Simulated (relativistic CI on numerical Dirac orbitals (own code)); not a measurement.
# Ligand-field terms of d7

Computed with a parametric ligand-field model of a d^n configuration (Racah B and C, spin-orbit zeta, crystal field), exact diagonalisation.

Field parameters in Wybourne normalisation: Oh B⁴₀ = 21Dq, B⁴₄ = √(5/14) B⁴₀. The field is a parameter set, without covalency.

**Question.** A d7 ion in Oh symmetry has the ground term 4T1 and bands at 2E 4068 cm⁻¹ (2458 nm), 4T2 8500 cm⁻¹ (1176 nm), 2T1 12194 cm⁻¹ (820 nm), 2T2 12513 cm⁻¹ (799 nm), 4A2 18100 cm⁻¹ (552 nm), 4T1 18800 cm⁻¹ (532 nm). Which parameters reproduce them?

**Answer.** B = 760, C = 2750, ζ = 0 cm⁻¹, Oh, 10Dq = 9600 cm⁻¹.

**Question.** Ground term and bands for B = 900, C = 4300, ζ = 0 cm⁻¹, Oh, 10Dq = 27050 cm⁻¹?

**Answer.** Ground term 2E with 1.04 electrons in the two orbitals of the cubic e set. Spin-allowed: 2T1 24114 cm⁻¹ (415 nm), 2T2 25073 cm⁻¹ (399 nm), 2T1 30136 cm⁻¹ (332 nm), 2T2 43640 cm⁻¹ (229 nm). Lowest spin-forbidden: 4T1 6940 cm⁻¹ (1441 nm), 4T2 32101 cm⁻¹ (312 nm), 4T1 43711 cm⁻¹ (229 nm).

**Question.** Ground term and bands for B = 600, C = 2340, ζ = 0 cm⁻¹, Oh, 10Dq = 19650 cm⁻¹?

**Answer.** Ground term 2E with 1.03 electrons in the two orbitals of the cubic e set. Spin-allowed: 2T1 17973 cm⁻¹ (556 nm), 2T2 18480 cm⁻¹ (541 nm), 2T1 22043 cm⁻¹ (454 nm), 2T2 30975 cm⁻¹ (323 nm). Lowest spin-forbidden: 4T1 8130 cm⁻¹ (1230 nm), 4T2 26487 cm⁻¹ (378 nm), 4T1 34194 cm⁻¹ (292 nm).

**Question.** Ground term and bands for B = 910, C = 4080, ζ = 0 cm⁻¹, Oh, 10Dq = 35100 cm⁻¹?

**Answer.** Ground term 2E with 1.02 electrons in the two orbitals of the cubic e set. Spin-allowed: 2T1 32095 cm⁻¹ (312 nm), 2T2 33062 cm⁻¹ (302 nm), 2T1 38414 cm⁻¹ (260 nm), 2T2 53295 cm⁻¹ (188 nm). Lowest spin-forbidden: 4T1 15644 cm⁻¹ (639 nm), 4T2 48692 cm⁻¹ (205 nm), 4T1 60290 cm⁻¹ (166 nm).

**Question.** Ground term and bands for B = 960, C = 3360, ζ = 0 cm⁻¹, Oh, 10Dq = 27850 cm⁻¹?

**Answer.** Ground term 2E with 1.03 electrons in the two orbitals of the cubic e set. Spin-allowed: 2T1 25495 cm⁻¹ (392 nm), 2T2 26156 cm⁻¹ (382 nm), 2T1 31881 cm⁻¹ (314 nm), 2T2 45057 cm⁻¹ (222 nm). Lowest spin-forbidden: 4T1 10838 cm⁻¹ (923 nm), 4T2 36696 cm⁻¹ (273 nm), 4T1 49104 cm⁻¹ (204 nm).
